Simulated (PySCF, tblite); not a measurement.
Problem. What does the GFN2-xTB structure of `CCC1=CP=C(N(C)C)O1` look like in three dimensions?

Solution. 
```xyz
22
C7H12NOP angstrom
C      3.749   -0.225    0.376
C      2.465   -0.608   -0.346
C      1.246    0.026    0.247
C      1.102    0.806    1.339
P     -0.586    1.287    1.595
C     -0.958    0.387    0.164
N     -2.164    0.294   -0.470
C     -2.399   -0.786   -1.398
C     -3.314    0.782    0.245
O      0.086   -0.222   -0.422
H      3.717   -0.550    1.413
H      3.891    0.852    0.355
H      4.600   -0.697   -0.107
H      2.338   -1.696   -0.325
H      2.527   -0.314   -1.399
H      1.902    1.107    1.987
H     -1.481   -0.999   -1.941
H     -2.730   -1.699   -0.887
H     -3.170   -0.481   -2.107
H     -4.134    0.922   -0.458
H     -3.634    0.094    1.037
H     -3.065    1.740    0.701
```

Any rigid rotation of these coordinates is as good. Atoms count from 1 in this order. The C–P distances run from 1.731 Å (P5–C6, aromatic) to 1.773 Å (C4–P5, aromatic), a spread of 0.042 Å. N7 (aniline-type nitrogen) has angles 119.5°, 116.9° and 116.3°, sum 352.7°, 0.22 Å off the plane of its three neighbours. Of the pairs four or more bonds apart, O10···H17 is among the closest relative to their van der Waals radii: 2.32 Å, 85 % of the sum of Bondi's values. The 3 C–C bonds span 1.350 Å (C3–C4, aromatic) to 1.522 Å (C1–C2, drawn single), a spread of 0.172 Å.

Bonds between heavy atoms (Å): C1–C2 1.522, C2–C3 1.496, C3–C4 1.350, C4–P5 1.773, P5–C6 1.731, C6–N7 1.366, N7–C8 1.444, N7–C9 1.440, C6–O10 1.343, C3–O10 1.362.

Structure optimised with GFN2-xTB, isolated species.

Point group: C1 (no symmetry element, even within 0.4 Å). Its GFN2-xTB frequencies are all real (lowest 22 cm⁻¹). One conformer, not necessarily the lowest (C1–C2–C3–C4 -4°). 3 starts were optimised and ended at 0.00, 6.35 and 7.57 kcal/mol (GFN2-xTB); the lowest of these is shown.

The numbers are calculated, not measured.
